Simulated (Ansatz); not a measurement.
## Ansatz (development build ahead of 0.2.0) run

```yaml
crystal:
  periodic: [false, false, false]
  atoms:
    - { symbol: K, position_ang: [0.0001, -0.00098, -0.0013] }
    - { symbol: Br, position_ang: [0.00202, -9.0e-05, 2.82955] }
basis:
  gaussian: { orbitals: STO-3G }
hamiltonian:
  xc: hf
```

The input is written out in the form of the current development build from the run's settings.

The run gave:

```
Converged                       : yes
Total energy                    : -3137.81171 hartree
Spin squared of the determinant : 0.000
```
